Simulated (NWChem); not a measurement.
C3H2Cl2; SMILES C=C=C(Cl)Cl

Q: Give the equilibrium geometry at PBE-D3(BJ)/def2-SVP (NWChem) as an XYZ file, with the point group.

A: point group C2v; any orientation.
```
7

C      0.0000     0.0000     2.6482
C      0.0000     0.0000     1.3323
C      0.0000     0.0000     0.0143
Cl     0.0000     1.4725    -0.9190
Cl     0.0000    -1.4725    -0.9190
H     -0.9418     0.0000     3.2270
H      0.9418     0.0000     3.2270
```
